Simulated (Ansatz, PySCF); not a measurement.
Reaction 3 R1 + R2 → 3 P1 + P2, each structure at its B3LYP-D3(BJ)/def2-TZVP stationary point, reached from a drawn start (curvature not checked).
P1: H2 (SMILES [H][H]), charge 0, multiplicity 1.
R1, HCl (SMILES Cl) (charge 0, multiplicity 1):
```
atom   x (Å)   y (Å)    z (Å)
----  ------  ------  -------
Cl    0.0000  0.0000   0.6410
H     0.0000  0.0000  -0.6410
```
R2: SiH4 (SMILES [SiH4]), charge 0, multiplicity 1.
P2: Cl3HSi (SMILES Cl[SiH](Cl)Cl), charge 0, multiplicity 1.

P less R. No zero-point or thermal terms.

Cores are frozen in the correlated methods. CBS(a, b) extrapolates the correlation energy as X⁻³ and adds the Hartree–Fock energy of set b.

The values were computed with Ansatz (a first-principles code); PySCF for the D3/D4 terms. All values are computed, each at the level named.

```
level                                  reaction energy (kJ/mol)
-------------------------------------  ------------------------
PBE-D4/def2-TZVPP                                        -229.5
B97M-V/def2-TZVPP                                        -227.1
PBE0-D4/def2-TZVPP                                       -223.9
CAM-B3LYP/def2-TZVPP                                     -200.1
CAM-B3LYP-D3(BJ)/def2-TZVPP                              -211.3
CAM-B3LYP-D4/def2-TZVPP                                  -211.9
MP2/cc-pV(Q+d)Z                                             ___
MP2/CBS(cc-pV(T+d)Z, cc-pV(Q+d)Z)                           ___
CCSD(T)/CBS(cc-pV(T+d)Z, cc-pV(Q+d)Z)                       ___
```

**Question.** Some entries are withheld; supply them.

**Answer.** 
- MP2/cc-pV(Q+d)Z, reaction energy (kJ/mol): -251.1
- MP2/CBS(cc-pV(T+d)Z, cc-pV(Q+d)Z), reaction energy (kJ/mol): -258.7
- CCSD(T)/CBS(cc-pV(T+d)Z, cc-pV(Q+d)Z), reaction energy (kJ/mol): -232.7
